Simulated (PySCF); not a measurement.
A structure optimised at PBE-D3(BJ)/def2-SVP, used in a PySCF frequency run:

```
N
H 1 1.0234
Si 1 1.7341 2 117.89
O 3 1.6853 1 103.70 2 -28.32
H 4 0.9728 3 113.99 1 160.10
N 3 1.7325 4 119.13 5 -84.05
H 6 1.0212 3 121.22 4 98.15
H 6 1.0228 7 111.74 3 153.69
Si 1 1.7548 2 117.43 3 -176.21
H 9 1.5042 1 112.10 2 -130.84
H 3 1.5063 4 108.40 5 34.71
H 9 1.5067 10 108.86 1 -117.86
H 9 1.5090 10 107.60 12 -116.19
```

Question: Write its SMILES and formula.

Answer: N[Si@@H](O)N[SiH3], H8N2OSi2

Question: What are its rotational constants (standard atomic weights)?

Answer: 5.5061, 1.8099, 1.4839 GHz
